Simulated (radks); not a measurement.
Task: All-electron calculation, scalar-relativistic Kohn-Sham, LB94 model potential, spin-unpolarised, spherical densities, finite nucleus; Fermi nuclear charge, rms radius of each element as measured or else 0.836 A^(1/3) + 0.57 fm. Program: a radial shooting solver on a logarithmic mesh with Libxc functionals. Response by self-consistent Sternheimer equations with the Hartree and adiabatic LDA kernel, the relativistic mass of each level held fixed and spin-orbit coupling left out. Rank I7+, Xe8+, Te6+, Ag+, Cd2+, Sb5+, In3+, Sn4+, Pd (NIST ground configurations) by static dipole polarisability, largest first.

Result: Pd 20.94, Ag+ 9.385, Cd2+ 5.358, In3+ 3.467, Sn4+ 2.425, Sb5+ 1.789, Te6+ 1.371, I7+ 1.082, Xe8+ 0.8743 bohr^3.
